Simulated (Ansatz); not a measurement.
Relaxation of Te5Pb4 with RKS PBE-D4/def2-SVP.

```sh
$ ansatz run in.yaml --threads 4 --pin off --events-out ev --progress --plain --max-ram 6963MiB
```

```yaml
crystal:
  periodic: [false, false, false]
  atoms:
    - {symbol: Pb, position_ang: [0.321750, -0.589050, 1.720110]}
    - {symbol: Pb, position_ang: [4.047590, 0.393660, -0.850930]}
    - {symbol: Pb, position_ang: [0.229640, 0.273700, -2.453000]}
    - {symbol: Pb, position_ang: [-3.432160, 0.352100, 0.454740]}
    - {symbol: Te, position_ang: [2.537380, 2.058610, -2.542100]}
    - {symbol: Te, position_ang: [-2.099580, -2.179060, 1.180810]}
    - {symbol: Te, position_ang: [-0.797530, 1.524290, 0.018980]}
    - {symbol: Te, position_ang: [1.841370, -1.482230, -0.699200]}
    - {symbol: Te, position_ang: [-2.648470, -0.352010, 3.170600]}
basis:
  gaussian: {orbitals: def2-SVP}
hamiltonian: {xc: pbe, dispersion: d4}
scf: {lower_state_search: "off"}
output: {orbitals: {seedname: orbitals}}
relax: {f_tol: 0.03, max_steps: 70}
```

Hardware: 4 threads of Intel Xeon on a shared host. Wall time 56 s, peak host memory 0.56 GiB.

Positions (Å) and forces (eV/Å) at steps 1, 2, 3, 4, 5, 6, 7, 8 of 8:

```xyz
9
step=1 energy=-57474.6426 eV
Pb    0.322   -0.589    1.720    0.617    0.189    0.618
Pb    4.048    0.394   -0.851    0.273    0.108    0.036
Pb    0.230    0.274   -2.453   -0.304   -0.267   -0.594
Pb   -3.432    0.352    0.455   -0.692    0.404   -0.503
Te    2.537    2.059   -2.542    0.241    0.646   -0.242
Te   -2.100   -2.179    1.181   -0.254   -1.209   -0.064
Te   -0.798    1.524    0.019    0.139    1.202   -0.019
Te    1.841   -1.482   -0.699    0.367   -1.078   -0.127
Te   -2.648   -0.352    3.171   -0.387    0.005    0.895
9
step=2 energy=-57475.0052 eV
Pb    0.378   -0.549    1.774   -0.389    0.071   -0.371
Pb    4.058    0.409   -0.871   -0.217    0.052   -0.161
Pb    0.235    0.241   -2.510    0.231    0.054    0.320
Pb   -3.489    0.391    0.414    0.474   -0.120    0.265
Te    2.569    2.155   -2.583   -0.003   -0.076    0.043
Te   -2.154   -2.310    1.229    0.049    0.452    0.264
Te   -0.773    1.717    0.012   -0.038   -0.188   -0.014
Te    1.911   -1.657   -0.724    0.010   -0.023   -0.014
Te   -2.736   -0.398    3.259   -0.117   -0.223   -0.332
9
step=3 energy=-57475.1130 eV
Pb    0.240   -0.506    1.645   -0.002    0.007   -0.018
Pb    3.973    0.408   -0.945    0.081    0.025   -0.025
Pb    0.364    0.241   -2.415   -0.019    0.034   -0.037
Pb   -3.347    0.381    0.467   -0.020   -0.033    0.033
Te    2.595    2.235   -2.640   -0.067   -0.070    0.036
Te   -2.200   -2.354    1.312    0.045    0.097   -0.077
Te   -0.748    1.833   -0.043    0.037   -0.111    0.046
Te    1.937   -1.751   -0.685   -0.026    0.027    0.048
Te   -2.814   -0.487    3.304   -0.029    0.024   -0.007
9
step=4 energy=-57475.1246 eV
Pb    0.259   -0.511    1.669    0.007    0.012   -0.023
Pb    4.006    0.408   -0.952    0.015    0.007   -0.037
Pb    0.338    0.233   -2.423    0.002    0.001    0.009
Pb   -3.369    0.390    0.466    0.001   -0.003    0.015
Te    2.575    2.212   -2.627   -0.031   -0.024    0.020
Te   -2.185   -2.326    1.281    0.015    0.043   -0.025
Te   -0.746    1.801   -0.025    0.021   -0.028    0.016
Te    1.942   -1.726   -0.680    0.001    0.006    0.034
Te   -2.819   -0.481    3.292   -0.032   -0.013   -0.010
9
step=5 energy=-57475.1354 eV
Pb    0.275   -0.487    1.737   -0.067    0.071    0.093
Pb    4.067    0.389   -1.138   -0.028   -0.008    0.000
Pb    0.276    0.126   -2.300    0.016    0.065    0.162
Pb   -3.335    0.481    0.449   -0.007    0.065   -0.007
Te    2.428    2.165   -2.639    0.024   -0.015   -0.048
Te   -2.146   -2.259    1.103    0.003   -0.034    0.026
Te   -0.666    1.857    0.065   -0.023   -0.081   -0.064
Te    2.014   -1.684   -0.499    0.095   -0.039   -0.146
Te   -2.913   -0.589    3.222   -0.014   -0.025   -0.017
9
step=6 energy=-57475.1429 eV
Pb    0.270   -0.489    1.738   -0.042    0.025    0.043
Pb    4.082    0.390   -1.148   -0.036   -0.010   -0.006
Pb    0.295    0.147   -2.277   -0.006    0.016    0.054
Pb   -3.364    0.480    0.459    0.009    0.017    0.006
Te    2.459    2.164   -2.672    0.009   -0.019   -0.002
Te   -2.156   -2.259    1.111   -0.003   -0.016    0.014
Te   -0.695    1.847    0.073    0.017   -0.011   -0.028
Te    2.032   -1.691   -0.513    0.053    0.014   -0.054
Te   -2.923   -0.591    3.229    0.000   -0.015   -0.026
9
step=7 energy=-57475.1465 eV
Pb    0.251   -0.475    1.789    0.027    0.017   -0.008
Pb    4.076    0.383   -1.195    0.030    0.018    0.001
Pb    0.263    0.137   -2.205    0.013   -0.010    0.001
Pb   -3.336    0.506    0.441    0.003    0.017   -0.014
Te    2.427    2.125   -2.723   -0.014    0.001   -0.016
Te   -2.130   -2.251    1.049   -0.018   -0.030   -0.024
Te   -0.664    1.882    0.124    0.005   -0.001    0.010
Te    2.053   -1.670   -0.464   -0.019   -0.009    0.004
Te   -2.941   -0.636    3.185   -0.027   -0.002    0.047
9
step=8 energy=-57475.1480 eV
Pb    0.240   -0.473    1.814    0.017   -0.003   -0.015
Pb    4.098    0.385   -1.250   -0.024    0.010    0.004
Pb    0.256    0.119   -2.159    0.020   -0.009   -0.002
Pb   -3.326    0.535    0.444    0.004   -0.002    0.005
Te    2.404    2.103   -2.762   -0.001   -0.016    0.000
Te   -2.135   -2.242    1.004   -0.016    0.012    0.006
Te   -0.644    1.898    0.155    0.002   -0.003    0.016
Te    2.085   -1.649   -0.419   -0.005    0.016    0.002
Te   -2.978   -0.676    3.172    0.003   -0.005   -0.015
```

In the def2 sets Pb, Te take a core potential; there is no spin–orbit coupling. Another isomer (singlet) lies 1.01 eV lower at PBE0-D4/def2-SVP; other spin states weren't run for this one.
